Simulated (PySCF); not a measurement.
C₃H₅NOSi, SMILES C=C[SiH2]OC#N.

Geometry: PBE-D3(BJ)/def2-SVP. This is a generated structure with no PubChem entry under its InChIKey; it may be hypothetical. The values are those of a single conformer.

Method: PySCF with SMD-ωB97X/def2-SVP.

Solvation free energies are E(SMD) − E(gas) at the gas-phase geometry, for 1 M in both phases. In vacuum the dipole moment is 5.46 D.

Rank water, tetrahydrofuran, acetone by solvation free energy, most negative first.

acetone (-4.6 kcal/mol), tetrahydrofuran (-3.6 kcal/mol), water (-0.7 kcal/mol)
